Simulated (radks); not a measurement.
Pt4+, 74 electrons, occupied as [Xe] 4f14 5d6.

Calculated with a radial shooting solver on a logarithmic mesh with Libxc functionals: Dirac Kohn-Sham, HCTH/407, spin-unpolarised, spherical densities, point nucleus; open shells fill j = l - 1/2 first.

Energy parts (eV):
part                       energy
total                  -502144.64
kinetic                 574660.33
electron-nucleus      -1258954.88
Hartree                 192122.42
exchange-correlation     -9972.51

Orbitals (lengths in bohr, moments of r in powers of bohr):
\begin{tabular}{lrrrr}
orbital & occ. & eigenvalue (eV) & <1/r> & <r^2> \\ \hline
1s1/2 & 2 & -78347.56 & 93.99 & 0.0004062 \\
2s1/2 & 2 & -13806.76 & 23.05 & 0.006143 \\
2p1/2 & 2 & -13237.59 & 23.00 & 0.004355 \\
2p3/2 & 4 & -11508.60 & 18.86 & 0.005545 \\
3s1/2 & 2 & -3284.404 & 8.463 & 0.03993 \\
3p1/2 & 2 & -3028.774 & 8.376 & 0.03644 \\
3p3/2 & 4 & -2648.376 & 7.298 & 0.04289 \\
3d3/2 & 4 & -2222.850 & 7.198 & 0.03293 \\
3d5/2 & 6 & -2140.709 & 6.950 & 0.03469 \\
4s1/2 & 2 & -746.9553 & 3.578 & 0.1943 \\
4p1/2 & 2 & -638.3946 & 3.469 & 0.1986 \\
4p3/2 & 4 & -547.5990 & 3.093 & 0.2317 \\
4d3/2 & 4 & -369.7193 & 2.890 & 0.2458 \\
4d5/2 & 6 & -352.7933 & 2.803 & 0.2577 \\
5s1/2 & 2 & -152.9025 & 1.446 & 1.001 \\
4f5/2 & 6 & -124.9508 & 2.418 & 0.3155 \\
4f7/2 & 8 & -121.4549 & 2.384 & 0.3245 \\
5p1/2 & 2 & -117.8285 & 1.325 & 1.169 \\
5p3/2 & 4 & -102.2674 & 1.193 & 1.384 \\
5d3/2 & 4 & -54.0902 & 0.9268 & 2.249 \\
5d5/2 & 2 & -52.2716 & 0.8993 & 2.373 \\
6s1/2 & 0 & -43.3155 & 0.5824 & 5.483 \\
6p1/2 & 0 & -34.6692 & 0.5095 & 7.021 \\
6p3/2 & 0 & -32.1890 & 0.4733 & 7.994 \\
\end{tabular}

The highest occupied level is 5d5/2 at -52.272 eV. The density falls to 0.001 e/bohr^3 at r = 3.12 bohr.
